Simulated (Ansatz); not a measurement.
Consider the redistribution: `N#C[Si](F)(F)F` + `C#[C][SnH3]` → `C#C[Si](F)(F)F` + `N#[C][SnH3]`.

Program: Ansatz. Geometries: PBE0-D4/def2-TZVP. ΔE: electronic, gas phase. CCSD(T)/CBS is the MP2 limit (def2-TZVPP, def2-QZVPP) plus CCSD(T) − MP2 in def2-TZVPP, frozen cores. Functionals use def2-TZVPP. B3LYP here is the variant with VWN-RPA as its local correlation; programs differ in this. def2 core potentials past Kr. For Sn outer-core shells are correlated without core-valence functions, which leaves a few kJ/mol of doubt a bond.

Is it downhill or uphill in electronic energy at CCSD(T)/CBS, and by how much? (Best estimate.)

The calculation gave: Downhill: ΔE = -0.30 eV.

What do these levels give: PBE-D4, B97M-V, r2SCAN0-D4, CAM-B3LYP-D4, ωB97M-V, PBE0, B3LYP, BHLYP, MP2/def2-TZVPP, HF/def2-QZVPP, MP2/def2-QZVPP, SCS-MP2/def2-QZVPP? (Best estimate.)

Computed: PBE-D4 -0.31, B97M-V -0.31, r2SCAN0-D4 -0.33, CAM-B3LYP-D4 -0.33, ωB97M-V -0.32, PBE0 -0.32, B3LYP -0.33, BHLYP -0.34, MP2/def2-TZVPP -0.27, HF/def2-QZVPP -0.34, MP2/def2-QZVPP -0.28, SCS-MP2/def2-QZVPP -0.28 eV.

Largest T1 diagnostic among the species: 0.014.

Leaving LDA and LC-ωPBE aside and taking each functional with its dispersion term where it has one, the values, not all of them listed here, spread over 0.04 eV, from BHLYP-D4 to PBE-QIDH. In def2-TZVPP, CCSD(T) changes the Hartree–Fock value by +0.06 eV (the triples alone add +0.01 eV) and MP2 by +0.08 eV.
